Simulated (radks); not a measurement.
The numbers below are computed, except where a source is named.
Question: The mean radii <r> (bohr) of the occupied orbitals of an atom or ion are listed with their occupations. Level of theory: scalar-relativistic Kohn-Sham, PBE, spin-polarised, spherical densities, finite nucleus; Fermi nuclear charge, rms radius of each element as measured or else 0.836 A^(1/3) + 0.57 fm (a radial shooting solver on a logarithmic mesh with Libxc functionals).

| orbital | occ. | <r> |
|---|---|---|
| 1s up | 1 | 0.02191 |
| 1s down | 1 | 0.02191 |
| 2s up | 1 | 0.09328 |
| 2s down | 1 | 0.09328 |
| 2p up | 3 | 0.08236 |
| 2p down | 3 | 0.08236 |
| 3s up | 1 | 0.2445 |
| 3s down | 1 | 0.2443 |
| 3p up | 3 | 0.2431 |
| 3p down | 3 | 0.2428 |
| 3d up | 5 | 0.2212 |
| 3d down | 5 | 0.2210 |
| 4s up | 1 | 0.5537 |
| 4s down | 1 | 0.5536 |
| 4p up | 3 | 0.5864 |
| 4p down | 3 | 0.5864 |
| 4d up | 5 | 0.6386 |
| 4d down | 5 | 0.6393 |
| 5s up | 1 | 1.347 |
| 5s down | 1 | 1.365 |
| 5p up | 3 | 1.588 |
| 5p down | 3 | 1.616 |
| 4f up | 7 | 0.9141 |
| 6s up | 1 | 3.763 |
| 4f down | 1 | 0.9877 |

Name the element and its charge. Open shells, if any, are filled with parallel spins first.

Answer: Z = 64, gadolinium, charge +1: Gd+ in [Xe] 4f8 6s1. The 1s radius gives Z: for a bare nucleus <r> = (2 gamma + 1)/(2Z) with gamma = sqrt(1 - (Z/c)^2), 0.02163 bohr for Z = 64, and screening makes it slightly larger (0.02191 here). The occupations add up to 63, and the charge is Z minus that.
